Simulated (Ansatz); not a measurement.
`O[Si@H]1C[C@@H]1[SiH3]` → 2 C• + 8 H• + O• + 2 Si•  (atomization)

Isolated molecules relaxed with PBE0-D4/def2-TZVP in Ansatz; ΔE leaves out vibrations. CCSD(T)/CBS adds triple-zeta CCSD(T) − MP2 to the extrapolated MP2 energy (def2 sets, frozen cores). This one scheme is used for every species, atoms too. Functionals use def2-TZVPP. B3LYP here is the variant with VWN-RPA as its local correlation; programs differ in this. Open shells (•) are unrestricted, without spin–orbit coupling. Spin–orbit coupling would lower the free atoms: a little for C, O, Si. One conformer a species, not always the lowest.

```csv
level,ΔE (kcal/mol),difference from CCSD(T)/CBS
PBE-D4,1125.8,7.1
r2SCAN-D4,1119.4,0.7
PBE0-D4,1113.5,-5.2
ωB97X-V,1122.5,3.8
B3LYP,1102.3,-16.4
HF/def2-TZVPP,825.1,-293.6
MP2/def2-TZVPP,1102.4,-16.3
CCSD(T)/def2-TZVPP,1089.2,-29.5
SCS-MP2/def2-QZVPP,1120.6,1.9
CCSD/CBS(def2),1104.2,-14.5
CCSD(T)/CBS,1118.7,0
```

Largest T1 diagnostic among the species: 0.012.

In def2-TZVPP, CCSD(T) changes the Hartree–Fock value by +264.1 kcal/mol (the triples alone add +14.5 kcal/mol) and MP2 by +277.2 kcal/mol; breaking electron pairs costs correlation energy, which Hartree–Fock lacks. From PBE to PBE0 (25 % exact exchange), in def2-TZVPP and without D4, ΔE moves by −11.3 kcal/mol: exact exchange takes away binding that semilocal exchange gives to molecules.

For atomizations the MP2-based limit and the directly extrapolated one differ by several kJ/mol either way, and by 10 to 25 for some Ge, Se and Sn compounds, so smaller differences from it don't rank the levels.
